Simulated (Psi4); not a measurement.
HS2, charge -2, doublet, at a GFN2-xTB geometry of the parent state (a state made from the parent by changing its charge; the spin is typed, not shown lowest) (a gas-phase anion, which may not be bound at this level); Psi4 with MP2/6-31G.

The Psi4 input:
```
memory 2 GB

molecule mol {
-2 2
  S     0.948766   -0.464055   -0.020366
  S    -0.842986    0.498437    0.018662
  H    -1.692474   -0.550123    0.027260
}

set basis 6-31g
set reference uhf

energy('mp2')
print_variables()
```

### Question
Predict the main parts of the log of this Psi4 run.

### Answer

```
    SCF Algorithm Type (re)set to DF.

   => Loading Basis Set <=

    Name: 6-31G
    Role: ORBITAL
    Keyword: BASIS

         ---------------------------------------------------------
                                   SCF
               by Justin Turney, Rob Parrish, Andy Simmonett
                          and Daniel G. A. Smith
                              UHF Reference
         ---------------------------------------------------------

  ==> Geometry <==

    Molecular point group: cs
    Full point group: Cs

    Geometry (in Angstrom), charge = -2, multiplicity = 2:

       Center              X                  Y                   Z               Mass
    ------------   -----------------  -----------------  -----------------  -----------------
         S            0.923168237883    -0.472453522358     0.000000000000    31.972071174400
         S           -0.868997572128     0.490059321077     0.000000000000    31.972071174400
         H           -1.718501054938    -0.558523386220     0.000000000000     1.007825032230

  Running in cs symmetry.

  Rotational constants: A =      9.90691  B =      0.24865  C =      0.24256 [cm^-1]
  Rotational constants: A = 297001.58711  B =   7454.42443  C =   7271.90728 [MHz]
  Nuclear repulsion =   76.070728661101441

  Charge       = -2
  Multiplicity = 2
  Electrons    = 35
  Nalpha       = 18
  Nbeta        = 17

  ==> Algorithm <==

  SCF Algorithm Type is DF.
  DIIS enabled.
  MOM disabled.
  Fractional occupation disabled.
  Guess Type is SAD.
  Energy threshold   = 1.00e-08
  Density threshold  = 1.00e-08
  Integral threshold = 1.00e-12

  ==> Primary Basis <==

  Basis Set: 6-31G
    Blend: 6-31G
    Number of shells: 16
    Number of basis functions: 28
    Number of Cartesian functions: 28
    Spherical Harmonics?: false
    Max angular momentum: 1

   => Loading Basis Set <=

    Name: (6-31G AUX)
    Role: JKFIT
    Keyword: DF_BASIS_SCF

  ==> Integral Setup <==

  SCF_SUBTYPE=INCORE selected. In-core MEM_DF algorithm will be used.
  Using in-core AOs.

  ==> MemDFJK: Density-Fitted J/K Matrices <==

    J tasked:                   Yes
    K tasked:                   Yes
    wK tasked:                   No
    Algorithm:                 Core
    Schwarz Cutoff:           1E-12
    Mask sparsity (%):       0.7653
    Fitting Condition:        1E-10

   => Auxiliary Basis Set <=

  Basis Set: (6-31G AUX)
    Blend: CC-PVDZ-JKFIT
    Number of shells: 81
    Number of basis functions: 285
[...]
  @DF-UHF Final Energy:  -795.23520984345816
    Total Energy =                       -795.2352098434582786
[...]
 Magnitude           :                                                    1.1897780

 ------------------------------------------------------------------------------------

  //>>>>>>>>>>>>>>>>>>>>>>>>>>>>>>>>>>>//
  //               DFMP2               //
  //<<<<<<<<<<<<<<<<<<<<<<<<<<<<<<<<<<<//

   => Loading Basis Set <=

    Name: (6-31G AUX)
    Role: RIFIT
    Keyword: DF_BASIS_MP2

	 --------------------------------------------------------
	                          DF-MP2
	      2nd-Order Density-Fitted Moller-Plesset Theory

	        Rob Parrish, Justin Turney, Andy Simmonett,
	           Ed Hohenstein, and C. David Sherrill
	 --------------------------------------------------------

	 --------------------------------------------------------
	                 NBF =    28, NAUX =   166
	 --------------------------------------------------------
	   CLASS    FOCC     OCC    AOCC    AVIR     VIR    FVIR
	   ALPHA       0      18      18      10      10       0
	    BETA       0      17      17      11      11       0
	 --------------------------------------------------------

	-----------------------------------------------------------
	 ==================> DF-MP2 Energies <====================
	-----------------------------------------------------------
	 Reference Energy          =    -795.2352098434581649 [Eh]
	 Singles Energy            =      -0.0000000000000000 [Eh]
	 Same-Spin Energy          =      -0.0242386699154786 [Eh]
	 Opposite-Spin Energy      =      -0.0793729158400401 [Eh]
	 Correlation Energy        =      -0.1036115857555187 [Eh]
	 Total Energy              =    -795.3388214292136809 [Eh]
	-----------------------------------------------------------
	 ================> DF-SCS-MP2 Energies <==================
	-----------------------------------------------------------
	 SCS Same-Spin Scale       =       0.3333333333333333 [-]
	 SCS Opposite-Spin Scale   =       1.2000000000000000 [-]
	 SCS Same-Spin Energy      =      -0.0080795566384929 [Eh]
	 SCS Opposite-Spin Energy  =      -0.0952474990080481 [Eh]
	 SCS Correlation Energy    =      -0.1033270556465410 [Eh]
	 SCS Total Energy          =    -795.3385368991047244 [Eh]
	-----------------------------------------------------------

  Variable Map:
  ----------------------------------------------------------------------------
[...]
  Array Variable Map:
  ----------------------------------------------------------------------------
[...]
[...]
```
